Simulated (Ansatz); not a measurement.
`[SiH]O[SiH3]` and `[SiH3]O[Si]O[SiH3]` differ in one atom or group.

Ansatz, PBE0-D4/def2-TZVP geometries, multiplicity 1. Each molecule was computed in one conformer, which needn't be the lowest.

```
                                          property  `[SiH]O[SiH3]`
               LUMO energy (B3LYP/def2-TZVPP) / eV           -2.41
  size of the dipole moment (B3LYP/def2-TZVPP) / D            0.75
                 HOMO energy (PBE/def2-TZVPP) / eV           -5.47
    zero-point energy (PBE0-D4/def2-TZVP) / kJ/mol            95.4
size of the dipole moment (ωB97M-V/def2-TZVPP) / D            0.65
                 LUMO energy (PBE/def2-TZVPP) / eV           -3.09
```

(1) Give the same properties after the change, and the shifts. (Estimate.)

Results:

(1) Computed: 
```
                                          property  `[SiH3]O[Si]O[SiH3]`  shift
               LUMO energy (B3LYP/def2-TZVPP) / eV                 -1.60   0.81
  size of the dipole moment (B3LYP/def2-TZVPP) / D                  0.03  -0.72
                 HOMO energy (PBE/def2-TZVPP) / eV                 -5.97  -0.50
    zero-point energy (PBE0-D4/def2-TZVP) / kJ/mol                 156.6   61.2
size of the dipole moment (ωB97M-V/def2-TZVPP) / D                  0.08  -0.57
                 LUMO energy (PBE/def2-TZVPP) / eV                 -2.26   0.83
```

With PBE0 the HOMO falls by 0.52 eV and the LUMO rises by 0.82 eV, so the gap widens by about 1.34 eV. PBE moves the HOMO by -0.50 eV and ωB97M-V by -0.59 eV. The zero-point energy changes by 61.2 kJ/mol with +12 modes. Dipoles are sizes alone; their direction can turn.

B3LYP here is the variant with VWN-RPA as its local correlation; programs differ in this.
